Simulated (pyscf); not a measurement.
PySCF, gas phase, ωB97X-D3(BJ)/def2-SVP geometries.

Q: HO–Zn–OH (SMILES [OH][Zn][OH]) + H₂Se (SMILES [SeH2]) -> HO–SeH (SMILES O[SeH]) + HO–ZnH (SMILES [OH][ZnH])
Surface: singlet. Broken: O–Zn, H–Se. Formed: O–Se, H–Zn. Give ΔE‡ and ΔE from ωB97M-D3(BJ)/def2-TZVP, relative to the separated reactants.

A: ΔE‡ = 56.5 kcal/mol, ΔE = +32.5 kcal/mol. Zero-point energy shifts the barrier by +1.2 kcal/mol. It is a four-centre exchange, with an imaginary mode of 766i cm⁻¹. On the reactant side the descent ends in an adduct with a Se–Zn contact (not fully relaxed), 10.1 kcal/mol under the separated species and 65.0 kcal/mol under the saddle at ωB97X-D3(BJ)/def2-TZVP. On the product side the descent ends in an adduct with a O–Zn contact, 12.6 kcal/mol under the separated species and 34.5 kcal/mol under the saddle at ωB97X-D3(BJ)/def2-TZVP. What is counted as broken (O–Zn) persists as a longer contact in the product adduct; parting that adduct is a step of its own. This is the saddle that the search found; another between the same sides may lie lower. Elements up to Kr have no core potential and no relativistic terms here.
